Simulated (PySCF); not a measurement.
Si(F)(OH)2(SiH3) (FH5O2Si2), SMILES O[Si](O)(F)[SiH3].

Coordinates come from a B3LYP-D3(BJ)/def2-SVP optimisation. The structure was generated by enumeration, and PubChem lists no compound with its InChIKey, so it may never have been made. The values are those of a single conformer.

The numbers are results of TDDFT-PBE/def2-SVPD in PySCF, not measurements.

Vertical excitations. 

Computed lowest excited states:
| state | energy (eV) | λ (nm) | f | main pairs |
|---|---|---|---|---|
| S1 | 6.61 | 187 | 0.137 | HOMO→LUMO 79 %, HOMO→LUMO+1 16 % |
| S2 | 6.87 | 180 | 0.041 | HOMO→LUMO+1 78 %, HOMO→LUMO 13 % |
| S3 | 7.10 | 175 | 0.022 | HOMO→LUMO+2 86 % |
| S4 | 7.31 | 170 | 0.001 | HOMO−1→LUMO 97 % |
| S5 | 7.48 | 166 | 0.007 | HOMO−1→LUMO+1 90 % |
| S6 | 7.59 | 163 | 0.005 | HOMO−2→LUMO 86 % |
| S7 | 7.66 | 162 | 0.004 | HOMO−2→LUMO+1 88 % |
| S8 | 7.69 | 161 | 0.032 | HOMO→LUMO+3 62 %, HOMO→LUMO+4 23 % |
| S9 | 7.73 | 160 | 0.019 | HOMO−1→LUMO+2 82 % |
| S10 | 7.80 | 159 | 0.003 | HOMO−3→LUMO 81 % |
| T1 | 6.08 | 204 | 0 | HOMO→LUMO 53 %, HOMO→LUMO+1 42 % |
| T2 | 6.24 | 199 | 0 | HOMO→LUMO+2 40 %, HOMO→LUMO+1 38 %, HOMO→LUMO 19 % |
| T3 | 6.42 | 193 | 0 | HOMO→LUMO+2 55 %, HOMO→LUMO 26 %, HOMO→LUMO+1 17 % |
| T4 | 7.07 | 175 | 0 | HOMO→LUMO+3 86 % |
Triplets are in the Tamm–Dancoff approximation, which puts them higher than full response would, so one can lie above its singlet here.
